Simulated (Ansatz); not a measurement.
`CS[SiH2]I` and `CS[SiH2][SiH2]S` differ in one atom or group.

Ansatz, PBE0-D4/def2-TZVP geometries, multiplicity 1. Each molecule was computed in one conformer, which needn't be the lowest.

Elements past krypton have def2 core potentials.

```json
{"property": "HOMO–LUMO gap (ωB97M-V/def2-TZVPP) / eV", "`CS[SiH2]I`": "10.39"}
{"property": "HOMO energy (B3LYP/def2-TZVPP) / eV", "`CS[SiH2]I`": "-7.00"}
{"property": "HOMO energy (PBE0/def2-TZVPP) / eV", "`CS[SiH2]I`": "-7.24"}
{"property": "LUMO energy (B3LYP/def2-TZVPP) / eV", "`CS[SiH2]I`": "-1.00"}
{"property": "LUMO energy (ωB97M-V/def2-TZVPP) / eV", "`CS[SiH2]I`": "1.01"}
{"property": "LUMO energy (PBE0/def2-TZVPP) / eV", "`CS[SiH2]I`": "-0.80"}
```

Problem. What does the change do to each property? (An estimate is asked.)

Solution. The calculation gave: 
```csv
property,`CS[SiH2][SiH2]S`,shift
HOMO–LUMO gap (ωB97M-V/def2-TZVPP) / eV,10.24,-0.15
HOMO energy (B3LYP/def2-TZVPP) / eV,-6.89,0.11
HOMO energy (PBE0/def2-TZVPP) / eV,-7.13,0.11
LUMO energy (B3LYP/def2-TZVPP) / eV,-0.87,0.13
LUMO energy (ωB97M-V/def2-TZVPP) / eV,1.03,0.02
LUMO energy (PBE0/def2-TZVPP) / eV,-0.72,0.08
```

B3LYP here is the variant with VWN-RPA as its local correlation; programs differ in this.

Spin–orbit coupling is left out; it splits and shifts lone-pair levels of the heavy atoms by tenths of an eV.
